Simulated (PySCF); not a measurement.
CH4ClFOSi (SMILES C[Si](O)(F)Cl), singlet, geometry from GFN2-xTB; CASSCF(8,8)/6-31G (PySCF).

Here is a job for PySCF.
```python
from pyscf import gto, scf, mcscf
import numpy

mol = gto.M(
    atom='''
C     1.81735461   -0.21866015   -0.83844100
Si    0.02387902   -0.03582524   -0.30013472
O    -0.80361666   -1.27148829   -0.92179333
F    -0.60863701    1.31479787   -0.92437027
Cl   -0.24383575    0.13431794    1.68462948
H     2.26238760   -1.12210451   -0.43402277
H     2.41651681    0.62433788   -0.50661122
H     1.88658865   -0.27153849   -1.92037907
H    -1.75205276   -1.36186000   -0.85147704
''',
    basis='6-31g',
    verbose=4,
)

mf = scf.RHF(mol)
mf.kernel()
mc = mcscf.CASSCF(mf, 8, 8)
mc.fix_spin_(ss=0.0)
mc.kernel()
occ = numpy.linalg.eigvalsh(mc.fcisolver.make_rdm1(mc.ci, mc.ncas, mc.nelecas))[::-1]
ss = mc.fcisolver.spin_square(mc.ci, mc.ncas, mc.nelecas)[0]
print('natural occupations', occ.round(4), ' <S^2>', round(ss, 4))
```

Output, abridged:

```
PySCF version 2.14.0

[INPUT] verbose = 4
[INPUT] num. atoms = 9
[INPUT] num. electrons = 58
[INPUT] charge = 0
[INPUT] spin (= nelec alpha-beta = 2S) = 0
[INPUT] symmetry False subgroup None
[INPUT] Mole.unit = angstrom
[INPUT] Symbol           X                Y                Z      unit          X                Y                Z       unit  Magmom
[...]
nuclear repulsion = 313.660761261142
number of shells = 37
number of NR pGTOs = 174
number of NR cGTOs = 61
basis = 6-31g
ecp = {}

******** <class 'pyscf.scf.hf.RHF'> ********
method = RHF
initial guess = minao
damping factor = 0
level_shift factor = 0
DIIS = <class 'pyscf.scf.diis.CDIIS'>
diis_start_cycle = 1
diis_space = 8
diis_damp = 0
SCF conv_tol = 1e-09
SCF conv_tol_grad = None
SCF max_cycles = 50
direct_scf = True
direct_scf_tol = 1e-13
Set gradient conv threshold to 3.16228e-05
Initial guess from minao.
init E= -963.538195928048
[...]
cycle= 1 E= -962.821339011816  delta_E= 0.717  |g|= 0.618  |ddm|= 2.58
[...]
cycle= 2 E= -962.890659416585  delta_E= -0.0693  |g|= 0.348  |ddm|= 0.909
[...]
cycle= 3 E= -962.911313614251  delta_E= -0.0207  |g|= 0.0393  |ddm|= 0.249
[...]
cycle= 4 E= -962.911868578376  delta_E= -0.000555  |g|= 0.00814  |ddm|= 0.0657
[...]
cycle= 5 E= -962.911899386579  delta_E= -3.08e-05  |g|= 0.00224  |ddm|= 0.017
[...]
cycle= 6 E= -962.911902045626  delta_E= -2.66e-06  |g|= 0.000694  |ddm|= 0.00505
[...]
cycle= 7 E= -962.911902255787  delta_E= -2.1e-07  |g|= 0.000281  |ddm|= 0.00128
[...]
cycle= 8 E= -962.911902280557  delta_E= -2.48e-08  |g|= 5.83e-05  |ddm|= 0.000393
[...]
cycle= 9 E= -962.911902282536  delta_E= -1.98e-09  |g|= 1.33e-05  |ddm|= 0.000136
[...]
cycle= 10 E= -962.911902282614  delta_E= -7.82e-11  |g|= 4.29e-06  |ddm|= 2.47e-05
[...]
Extra cycle  E= -962.911902282618  delta_E= -3.87e-12  |g|= 1.77e-06  |ddm|= 6.43e-06
converged SCF energy = -962.911902282618

******** <class 'pyscf.mcscf.mc1step.CASSCF'> ********
CAS (4e+4e, 8o), ncore = 25, nvir = 28
max_cycle_macro = 50
max_cycle_micro = 4
conv_tol = 1e-07
conv_tol_grad = None
orbital rotation max_stepsize = 0.02
orbital rotation threshold for CI restart = 0.01
augmented hessian ah_max_cycle = 30
augmented hessian ah_conv_tol = 1e-12
augmented hessian ah_linear dependence = 1e-14
augmented hessian ah_level shift = 1e-08
augmented hessian ah_start_tol = 2.5
augmented hessian ah_start_cycle = 3
augmented hessian ah_grad_trust_region = 3
kf_trust_region = 3
kf_interval = 4
ci_response_space = 4
ci_grad_trust_region = 3
with_dep4 0
natorb = False
canonicalization = True
sorting_mo_energy = False
ao2mo_level = 2
internal_rotation = False
******** <class 'pyscf.fci.addons.SpinPenaltyFCISolver'> ********
max. cycles = 50
conv_tol = 1e-08
davidson only = True
linear dependence = 1e-12
level shift = 0.001
max iter space = 12
nroots = 1
pspace_size = 400
spin = None
CASCI E = -962.915540033623  S^2 = 0.0000000
Set conv_tol_grad to 0.000316228
macro iter   1 ( 21 JK    4 micro), CASSCF E = -962.923552886354  dE = -8.01285273e-03  S^2 = 0.0000000
               |grad[o]|=0.00898  |grad[c]|=0.0383  |ddm|=0.062  |maxRot[o]|= 0.31
macro iter   2 ( 21 JK    4 micro), CASSCF E = -962.939229271957  dE = -1.56763856e-02  S^2 = 0.0000000
               |grad[o]|=0.014  |grad[c]|=0.0303  |ddm|=0.0299  |maxRot[o]|=0.306
macro iter   3 ( 21 JK    4 micro), CASSCF E = -962.945690131897  dE = -6.46085994e-03  S^2 = 0.0000000
               |grad[o]|=0.0107  |grad[c]|=0.0185  |ddm|=0.0107  |maxRot[o]|=0.189
macro iter   4 ( 21 JK    4 micro), CASSCF E = -962.952850853932  dE = -7.16072203e-03  S^2 = 0.0000000
               |grad[o]|=0.0112  |grad[c]|=0.0461  |ddm|= 0.01  |maxRot[o]|=0.274
macro iter   5 ( 17 JK    4 micro), CASSCF E = -962.954268307215  dE = -1.41745328e-03  S^2 = 0.0000000
               |grad[o]|=0.0128  |grad[c]|=0.0332  |ddm|=0.0127  |maxRot[o]|=0.129
macro iter   6 ( 21 JK    4 micro), CASSCF E = -962.954754760025  dE = -4.86452810e-04  S^2 = 0.0000000
[...]
               |grad[o]|=0.000501  |grad[c]|=0.00473  |ddm|=0.00254  |maxRot[o]|=0.029
macro iter  33 ( 21 JK    4 micro), CASSCF E = -962.975541675476  dE =  5.57081842e-06  S^2 = 0.0000000
               |grad[o]|=0.000317  |grad[c]|=0.00188  |ddm|=0.00108  |maxRot[o]|=0.00734
macro iter  34 ( 16 JK    4 micro), CASSCF E = -962.975553756578  dE = -1.20811023e-05  S^2 = 0.0000000
               |grad[o]|=0.000548  |grad[c]|=0.00359  |ddm|=0.00121  |maxRot[o]|=0.0186
macro iter  35 ( 19 JK    4 micro), CASSCF E = -962.975539568982  dE =  1.41875961e-05  S^2 = 0.0000000
               |grad[o]|=0.000243  |grad[c]|=0.00438  |ddm|=0.00248  |maxRot[o]|=0.0225
macro iter  36 ( 20 JK    4 micro), CASSCF E = -962.975560320718  dE = -2.07517355e-05  S^2 = 0.0000000
               |grad[o]|=0.00129  |grad[c]|=0.00202  |ddm|=0.000829  |maxRot[o]|=0.00985
macro iter  37 (  7 JK    2 micro), CASSCF E = -962.975571643595  dE = -1.13228772e-05  S^2 = 0.0000000
               |grad[o]|=0.000253  |grad[c]|=0.00306  |ddm|=0.00219  |maxRot[o]|=0.0242
macro iter  38 ( 21 JK    4 micro), CASSCF E = -962.975539293033  dE =  3.23505616e-05  S^2 = 0.0000000
               |grad[o]|=0.000315  |grad[c]|=0.00335  |ddm|=0.00237  |maxRot[o]|=0.0433
macro iter  39 ( 21 JK    4 micro), CASSCF E = -962.975547837765  dE = -8.54473137e-06  S^2 = 0.0000000
               |grad[o]|=0.0011  |grad[c]|=0.00176  |ddm|=0.000326  |maxRot[o]|=0.00792
macro iter  40 (  7 JK    2 micro), CASSCF E = -962.975560025086  dE = -1.21873210e-05  S^2 = 0.0000000
               |grad[o]|=0.000268  |grad[c]|=0.00258  |ddm|=0.00177  |maxRot[o]|=0.0235
macro iter  41 ( 19 JK    4 micro), CASSCF E = -962.975567338932  dE = -7.31384614e-06  S^2 = 0.0000000
               |grad[o]|=0.000275  |grad[c]|=0.000624  |ddm|=0.000362  |maxRot[o]|=0.0173
macro iter  42 (  5 JK    1 micro), CASSCF E = -962.975570566107  dE = -3.22717551e-06  S^2 = 0.0000000
               |grad[o]|=0.00026  |grad[c]|=0.0014  |ddm|=0.000464  |maxRot[o]|=0.00917
macro iter  43 ( 16 JK    4 micro), CASSCF E = -962.975577796039  dE = -7.22993195e-06  S^2 = 0.0000000
               |grad[o]|=0.000763  |grad[c]|=0.00219  |ddm|=0.000865  |maxRot[o]|=0.019
macro iter  44 ( 19 JK    4 micro), CASSCF E = -962.975554793141  dE =  2.30028986e-05  S^2 = 0.0000000
               |grad[o]|=0.000368  |grad[c]|=0.00518  |ddm|=0.00187  |maxRot[o]|=0.0318
macro iter  45 ( 21 JK    4 micro), CASSCF E = -962.975564331585  dE = -9.53844415e-06  S^2 = 0.0000000
               |grad[o]|=0.000927  |grad[c]|=0.00383  |ddm|=0.00122  |maxRot[o]|=0.00599
macro iter  46 ( 18 JK    4 micro), CASSCF E = -962.975556578124  dE =  7.75346075e-06  S^2 = 0.0000000
               |grad[o]|=0.000345  |grad[c]|=0.00641  |ddm|=0.00228  |maxRot[o]|=0.0133
macro iter  47 ( 21 JK    4 micro), CASSCF E = -962.975573788390  dE = -1.72102662e-05  S^2 = 0.0000000
               |grad[o]|=0.00103  |grad[c]|=0.00158  |ddm|=0.00048  |maxRot[o]|=0.0169
macro iter  48 (  6 JK    2 micro), CASSCF E = -962.975582561692  dE = -8.77330183e-06  S^2 = 0.0000000
               |grad[o]|=0.000291  |grad[c]|=0.00215  |ddm|=0.00173  |maxRot[o]|= 0.02
macro iter  49 (  5 JK    2 micro), CASSCF E = -962.975589555009  dE = -6.99331679e-06  S^2 = 0.0000000
               |grad[o]|=0.000253  |grad[c]|=0.00174  |ddm|=0.00154  |maxRot[o]|=0.0188
macro iter  50 ( 15 JK    4 micro), CASSCF E = -962.975605169627  dE = -1.56146177e-05  S^2 = 0.0000000
               |grad[o]|=0.000317  |grad[c]|=0.0129  |ddm|=0.00869  |maxRot[o]|=0.0493
1-step CASSCF not converged,  50 macro (865 JK 182 micro) steps
CASSCF canonicalization
Density matrix diagonal elements [1.98222191 1.98352232 1.98426535 1.98842384 0.02194478 0.01134621
 0.01557755 0.01269806]
CASSCF energy = -962.975605169627
CASCI E = -962.975605169627  E(CI) = -14.8743983649156  S^2 = 0.0000000
natural occupations [1.9913 1.986  1.9824 1.9794 0.0241 0.0178 0.0117 0.0072]  <S^2> 0.0
```

Convergence was not reached.
